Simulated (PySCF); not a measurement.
Match the calculated data to a structure.

All candidates are C5H5F2NO2.

| technique | computed result |
| --- | --- |
| Dipole | 2.97 D [B3LYP/def2-SVPD] |
| Rotational structure | rotational constants A, B, C: 2.261, 1.023, 0.869 GHz [PBE0-D3(BJ)/def2-SVP] |
| UV, strongest line | among the 6 lowest singlet transitions: S2 at 7.34 eV (169 nm, f = 0.011) [TDDFT B3LYP/def2-SVPD] |
| UV, first state | lowest singlet excitation: 6.76 eV (183 nm, f = 0.009) [TDDFT B3LYP/def2-SVPD] |
| Polarisability | 69.7 au [B3LYP/def2-SVPD] |

Electronic properties: PySCF, gas phase, density fitting. Levels stand in brackets. Isolated species at its PBE0-D3(BJ)/def2-SVP geometry (one conformer only).

Question: Which candidate is it?
A. `CO/C=C(\C#N)OC(F)F`
B. `N#C[C@@H]1CO[C@H](F)[C@@H](F)O1`
C. `N#C[C@@H]1CO[C@@H](F)[C@@H](F)O1`
D. `CC(=O)COC(F)(F)C#N`

Answer: B. It is `N#C[C@@H]1CO[C@H](F)[C@@H](F)O1`. Numbering: `[N:1]#[C:2][C@@H:3]1[CH2:4][O:5][C@H:6]([F:7])[C@@H:8]([F:9])[O:10]1`. Its formula, C5H5F2NO2, gives 3 degrees of unsaturation: 1 ring and 2 π bonds in the structure found. S1 is mainly HOMO→LUMO (weight 0.92); the largest Löwdin shares of the orbital it empties are 0.26 on a cyclic ether oxygen, 0.23 on a cyclic ether oxygen and 0.09 on each of 2 atoms of one kind (sp3 carbon bound to oxygen), of the orbital it fills 0.34 on the nitrile nitrogen, 0.27 on the nitrile carbon, 0.12 on an sp3 carbon bound to oxygen and 0.10 on a cyclic ether oxygen. The optimised geometry has point group C1 and is an asymmetric top.

The others, at the same levels:
- `N#C[C@@H]1CO[C@@H](F)[C@@H](F)O1` fails: its computed lowest singlet excitation is 7.17 eV (173 nm, f = 0.006) (against 6.76 eV), strongest line among the 6 lowest singlet transitions is S4 at 7.74 eV (160 nm, f = 0.014) (against S2 at 7.34 eV) and rotational constant A is 2.662 GHz (against 2.261 GHz).
- `CO/C=C(\C#N)OC(F)F` fails: its computed lowest singlet excitation is 5.40 eV (229 nm, f = 0.368) (against 6.76 eV), static isotropic polarisability is 80.4 au (against 69.7 au) and rotational constant A is 1.980 GHz (against 2.261 GHz).
- `CC(=O)COC(F)(F)C#N` fails: its computed lowest singlet excitation is 4.49 eV (276 nm, f = 0.000) (against 6.76 eV), strongest line among the 6 lowest singlet transitions is S2 at 6.39 eV (194 nm, f = 0.018) (against S2 at 7.34 eV) and static isotropic polarisability is 72.7 au (against 69.7 au).

Each candidate is one conformer, not necessarily the lowest. The conformers computed, where there is a choice (atom-mapped SMILES and torsion angles):
- `[CH3:1][O:2]/[CH:3]=[C:4](\[C:5]#[N:6])[O:7][CH:8]([F:9])[F:10]`: C1–O2–C3–C4 177°, C3–C4–O7–C8 107°, C4–O7–C8–F9 170°
- `[CH3:1][C:2](=[O:3])[CH2:4][O:5][C:6]([F:7])([F:8])[C:9]#[N:10]`: C1–C2–C4–O5 -178°, C2–C4–O5–C6 94°, C4–O5–C6–F7 -51°

The conformers of `N#C[C@@H]1CO[C@H](F)[C@@H](F)O1` and `N#C[C@@H]1CO[C@@H](F)[C@@H](F)O1` aren't listed.
